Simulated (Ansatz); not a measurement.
System: sum formula BOF, net charge 1, doublet state. 
Coordinates optimised at B3LYP-D3(BJ)/def2-TZVP (Ansatz, a program for electronic structure):
```xyz
3

F      0.0000     0.0000    -1.2033
B      0.0000     0.0000     0.0258
O      0.0000     0.0000     1.3376
```
Charge +1, spin multiplicity 2.

Basis-set convergence of Hartree-Fock and CCSD correlation energies (hartree) with Ansatz. Valence correlation only, unless marked. UHF or UKS for open shells. Spin-orbit coupling is left out. No relativistic terms.

```
basis        functions       E(HF)  E(corr, CCSD)
-----------  ---------  ----------  -------------
aug-cc-pVDZ         69  -198.67806       -0.41836
aug-cc-pVTZ        138           ?              ?
```

Q: Fill in the missing entries.

A: 
- aug-cc-pVTZ, E(HF): -198.74427
- aug-cc-pVTZ, E(corr, CCSD): -0.51670
